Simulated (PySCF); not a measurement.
Gas-phase reaction: Se(CH₃)₂ + 4 CH₃ = H₂Se + 2 C₃H₈

Method: PySCF energies (xtb for GFN2) plus ideal-gas RRHO corrections (1 bar). † marks an energy on the PBE0/def2-TZVP geometry and frequencies; other levels use their own. MP2 freezes the core. Open shells (unrestricted): CH₃ (multiplicity 2); the rest are closed-shell singlets. GFN2 has no spin-polarisation term. Se: all electrons, no relativistic terms. MP2 isn't extrapolated to the basis-set limit.

PBE0/def2-SVP† gives ΔH°(298 K) = -798 kJ.

### Question
What do MP2/def2-SVP†, HF/def2-TZVP†, GFN2-xTB give?

### Answer
MP2/def2-SVP†: -812 kJ; HF/def2-TZVP†: -506 kJ; GFN2-xTB: -1076 kJ. For scale, ΔH°(298 K) is -798 kJ at this level, -778 kJ at ωB97M-V/def2-TZVP†, and runs from -1076 to -506 kJ over the 20 levels computed.
